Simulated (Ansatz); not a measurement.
`CO[SiH](O)O` + `[Cl][Hf]([Cl])([Cl])[SeH]` → `CO[SiH](O)Cl` + `[OH][Hf]([Cl])([Cl])[SeH]`  (redistribution)

Isolated molecules relaxed with PBE0-D4/def2-TZVP in Ansatz; ΔE leaves out vibrations. CCSD(T)/CBS adds triple-zeta CCSD(T) − MP2 to the extrapolated MP2 energy (def2 sets, frozen cores). Functionals use def2-TZVPP. B3LYP here is the variant with VWN-RPA as its local correlation; programs differ in this. Elements past krypton have def2 core potentials. For Hf, Se outer-core shells are correlated without core-valence functions, which leaves a few kJ/mol of doubt a bond. Scalar relativity is left out up to krypton. Each species was taken in one conformer, which may not be the lowest.

```json
{"level": "PBE-D4", "ΔE (kcal/mol)": "4.2", "difference from CCSD(T)/CBS": "-1.6"}
{"level": "r2SCAN-D4", "ΔE (kcal/mol)": "5.5", "difference from CCSD(T)/CBS": "-0.3"}
{"level": "PBE0-D4", "ΔE (kcal/mol)": "5.0", "difference from CCSD(T)/CBS": "-0.8"}
{"level": "B3LYP-D4", "ΔE (kcal/mol)": "5.2", "difference from CCSD(T)/CBS": "-0.6"}
{"level": "ωB97X-V", "ΔE (kcal/mol)": "4.0", "difference from CCSD(T)/CBS": "-1.8"}
{"level": "ωB97M-V", "ΔE (kcal/mol)": "4.6", "difference from CCSD(T)/CBS": "-1.2"}
{"level": "B2PLYP", "ΔE (kcal/mol)": "5.8", "difference from CCSD(T)/CBS": "0.0"}
{"level": "PBE", "ΔE (kcal/mol)": "4.3", "difference from CCSD(T)/CBS": "-1.5"}
{"level": "r2SCAN", "ΔE (kcal/mol)": "5.5", "difference from CCSD(T)/CBS": "-0.3"}
{"level": "PBE0", "ΔE (kcal/mol)": "5.0", "difference from CCSD(T)/CBS": "-0.8"}
{"level": "B3LYP", "ΔE (kcal/mol)": "5.3", "difference from CCSD(T)/CBS": "-0.5"}
{"level": "HF/def2-TZVPP", "ΔE (kcal/mol)": "6.8", "difference from CCSD(T)/CBS": "1.0"}
{"level": "MP2/def2-TZVPP", "ΔE (kcal/mol)": "6.2", "difference from CCSD(T)/CBS": "0.4"}
{"level": "SCS-MP2/def2-TZVPP", "ΔE (kcal/mol)": "6.0", "difference from CCSD(T)/CBS": "0.2"}
{"level": "CCSD/def2-TZVPP", "ΔE (kcal/mol)": "5.9", "difference from CCSD(T)/CBS": "0.1"}
{"level": "CCSD(T)/def2-TZVPP", "ΔE (kcal/mol)": "6.1", "difference from CCSD(T)/CBS": "0.3"}
{"level": "HF/def2-QZVPP", "ΔE (kcal/mol)": "7.0", "difference from CCSD(T)/CBS": "1.2"}
{"level": "MP2/def2-QZVPP", "ΔE (kcal/mol)": "6.1", "difference from CCSD(T)/CBS": "0.3"}
{"level": "SCS-MP2/def2-QZVPP", "ΔE (kcal/mol)": "5.9", "difference from CCSD(T)/CBS": "0.1"}
{"level": "HF/CBS(def2)", "ΔE (kcal/mol)": "7.0", "difference from CCSD(T)/CBS": "1.2"}
{"level": "MP2/CBS(def2)", "ΔE (kcal/mol)": "5.9", "difference from CCSD(T)/CBS": "0.1"}
{"level": "CCSD/CBS(def2)", "ΔE (kcal/mol)": "5.7", "difference from CCSD(T)/CBS": "-0.1"}
{"level": "CCSD(T)/CBS", "ΔE (kcal/mol)": "5.8", "difference from CCSD(T)/CBS": "0"}
```

Largest T1 diagnostic among the species: 0.014.

From PBE to PBE0 (25 % exact exchange), in def2-TZVPP and without D4, ΔE moves by +0.7 kcal/mol.
